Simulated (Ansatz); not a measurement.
SnH3F (SnFH3): the energy, rung by rung

SnH3F: 5 atoms, total charge 0, spin state singlet. SMILES: `[H][Sn]([H])([H])[F]`. The shape comes from GFN2-xTB, which is rough for such elements, and wasn't checked as a minimum.

```tsv
atom	x (Å)	y (Å)	z (Å)
Sn	-0.0026	0.0024	-0.1669
F	0.0117	-0.0193	1.7573
H	1.6192	0.0110	-0.5382
H	-0.8177	1.4085	-0.5125
H	-0.8106	-1.4026	-0.5397
```

Each level gives the energy change with the Sn1–H4 bond stretched from 1.662 to 4.154 Å (eV). The values are calculated.

```json
{"level": "HF/STO-3G (restricted)", "kind": "Hartree–Fock", "program": "Ansatz", "value (eV)": "9.53", "less FCI/STO-3G": "+5.12", "CPU time (all runs)": "1.9 s"}
{"level": "SVWN5/STO-3G (restricted)", "kind": "LDA", "program": "Ansatz", "value (eV)": "6.25", "less FCI/STO-3G": "+1.84", "CPU time (all runs)": "5.1 s"}
{"level": "PBE/STO-3G (restricted)", "kind": "GGA", "program": "Ansatz", "value (eV)": "5.98", "less FCI/STO-3G": "+1.57", "CPU time (all runs)": "6.5 s"}
{"level": "BHLYP/STO-3G (restricted)", "kind": "global hybrid", "program": "Ansatz", "value (eV)": "7.93", "less FCI/STO-3G": "+3.52", "CPU time (all runs)": "7.1 s"}
{"level": "wB97M-V/STO-3G (restricted)", "kind": "range-separated hybrid", "program": "Ansatz", "value (eV)": "7.87", "less FCI/STO-3G": "+3.46", "CPU time (all runs)": "78 s"}
{"level": "B2PLYP/STO-3G (restricted)", "kind": "double hybrid", "program": "Ansatz", "value (eV)": "6.08", "less FCI/STO-3G": "+1.67", "CPU time (all runs)": "9.6 s"}
{"level": "RPA@PBE/STO-3G (restricted)", "kind": "RPA", "program": "Ansatz", "value (eV)": "5.07", "less FCI/STO-3G": "+0.66", "CPU time (all runs)": "12 s"}
{"level": "CCSD/STO-3G (restricted)", "kind": "coupled cluster or CI", "program": "Ansatz", "value (eV)": "4.66", "less FCI/STO-3G": "+0.25", "CPU time (all runs)": "2.4 s"}
{"level": "FCI/STO-3G", "kind": "exact in the basis", "program": "Ansatz", "value (eV)": "4.41", "less FCI/STO-3G": "0.00", "CPU time (all runs)": "47 s"}
```

FCI/STO-3G is exact within its basis and frozen core, so for wave-function methods in that basis the difference is their error; functionals converge differently with the basis, so for them it is only a difference. A spin-restricted reference rises too steeply as a bond breaks; here HF/STO-3G, SVWN5/STO-3G, PBE/STO-3G, BHLYP/STO-3G, wB97M-V/STO-3G, B2PLYP/STO-3G, RPA@PBE/STO-3G lie well above the multireference or unrestricted value. All-electron rows without a relativistic Hamiltonian named are non-relativistic. The first shape isn't each level's own minimum. The values span 4.41 to 9.53 eV. All rows use very small basis sets, so none should be taken for the real molecule's value. In the correlated wave-function rows the outer d shell of Sn is correlated, in sets not made for it. CPU times are rough (shared hosts, several kinds of processor and program).
